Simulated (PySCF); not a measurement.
# TDDFT excited states: C2H5AlFN

Compound: C2H5AlFN.
Structure used (PBE0-D3(BJ)/def2-SVP), in Å, numbered top down from 1:
```xyz
10
C2H5AlFN angstrom
C     -2.351   -0.132   -0.086
C     -0.911   -0.178    0.014
N      0.237   -0.218    0.096
Al     2.276   -0.297    0.237
F      2.401   -1.799    0.994
H     -2.699    0.903    0.039
H     -2.795   -0.760    0.699
H     -2.668   -0.505   -1.071
H      2.531    0.970    1.172
H      2.655   -0.267   -1.313
```

Computed, not measured: TDDFT B3LYP/def2-SVPD, vertical, gas phase, core orbitals frozen in the response in PySCF.

Question: Predict the UV-vis stick spectrum at this level.

Answer: 

```json
{"state": "S1", "E (eV)": "4.83", "ν̃ (cm⁻¹)": "38980", "f": "0.0019", "main configurations (H = HOMO, L = LUMO)": "H→L (100%)"}
{"state": "S2", "E (eV)": "5.10", "ν̃ (cm⁻¹)": "41110", "f": "0.090", "main configurations (H = HOMO, L = LUMO)": "H→L+1 (99%)"}
{"state": "S3", "E (eV)": "5.80", "ν̃ (cm⁻¹)": "46750", "f": "0.0031", "main configurations (H = HOMO, L = LUMO)": "H→L+2 (99%)"}
{"state": "S4", "E (eV)": "6.36", "ν̃ (cm⁻¹)": "51330", "f": "0.028", "main configurations (H = HOMO, L = LUMO)": "H-1→L (99%)"}
{"state": "S5", "E (eV)": "6.45", "ν̃ (cm⁻¹)": "52040", "f": "0.0050", "main configurations (H = HOMO, L = LUMO)": "H-1→L+1 (98%)"}
{"state": "S6", "E (eV)": "7.07", "ν̃ (cm⁻¹)": "57010", "f": "0.0051", "main configurations (H = HOMO, L = LUMO)": "H→L+4 (56%), H→L+3 (38%)"}
{"state": "S7", "E (eV)": "7.27", "ν̃ (cm⁻¹)": "58640", "f": "0.078", "main configurations (H = HOMO, L = LUMO)": "H→L+3 (58%), H→L+4 (38%)"}
{"state": "S8", "E (eV)": "7.32", "ν̃ (cm⁻¹)": "59040", "f": "0.011", "main configurations (H = HOMO, L = LUMO)": "H-1→L+2 (98%)"}
{"state": "S9", "E (eV)": "7.49", "ν̃ (cm⁻¹)": "60380", "f": "0.0003", "main configurations (H = HOMO, L = LUMO)": "H-2→L+1 (79%), H-6→L+1 (9%)"}
{"state": "S10", "E (eV)": "7.52", "ν̃ (cm⁻¹)": "60630", "f": "0.038", "main configurations (H = HOMO, L = LUMO)": "H-2→L (84%), H-3→L+1 (9%)"}
```

Triplets (Tamm–Dancoff): T1 4.76 eV, H→L (98%); T2 4.77 eV, H→L+1 (97%); T3 5.77 eV, H→L+2 (97%); T4 6.13 eV, H-1→L (90%).

The lowest singlet lies at 4.83 eV (257 nm, ultraviolet) and is very weak; its leading configuration is HOMO→LUMO (100%). The most intense listed level is S2 at 5.10 eV (243 nm, f = 0.090), 0.26 eV above S1. Löwdin shares by element: HOMO hydrogen 55% or more, aluminium 35%, fluorine 7%; LUMO carbon 46%, nitrogen 36%, hydrogen 6% or more. Of the 10 states listed, 5 reach f = 0.01 and 1 stays under 0.0005. The listed states span 2.68 eV, and the widest gap between neighbours is 0.70 eV (S2 to S3). Weighted by f, the mean energy of these states is 6.40 eV. The vertical ionisation energy (ΔSCF) is 9.65 eV, 2.14 eV above S10. Singlets were solved by full linear response, triplets in the Tamm–Dancoff approximation.
